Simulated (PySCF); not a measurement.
Delta-SCF ions had no search for a lower state. Excitations are Tamm–Dancoff values on a coarser integration grid. The basis has no diffuse functions, so Rydberg states are missing or too high.

Cartesian coordinates (Å):
```xyz
13

O      2.6231    -0.1658     0.4383
Si     1.3409    -0.2598    -0.5968
C     -0.1552     0.6403     0.0033
C     -1.5069     0.2118    -0.5175
C     -1.1452    -0.0696     0.8975
H      2.4803    -0.4643     1.3374
H      1.8507     0.2996    -1.8724
H      0.9110    -1.6767    -0.7990
H     -0.0485     1.7056     0.1862
H     -2.2342     0.9887    -0.7170
H     -1.5478    -0.6241    -1.2073
H     -1.6252     0.5134     1.6739
H     -0.9430    -1.0990     1.1734
```
Charge 0, spin multiplicity 1.

**Question.** What dipole moment, HOMO–LUMO gap, S1 oscillator strength, LUMO, total energy, vertical ionisation energy (Delta-SCF), T1 excitation (TDA) and brightest of the four lowest singlets (TDA) does PBE0-D4/def2-TZVP (PySCF) give?

**Answer.** 
```json
{
 "dipole_moment": "1.98 D",
 "HOMO–LUMO gap": "8.54 eV",
 "S1 oscillator strength": "0.009",
 "LUMO": "0.43 eV",
 "total_energy": "-483.6116 Ha",
 "vertical ionisation energy (Delta-SCF)": "10.12 eV",
 "T1 excitation (TDA)": "6.84 eV",
 "brightest of the four lowest singlets (TDA)": "8.01 eV"
}
```
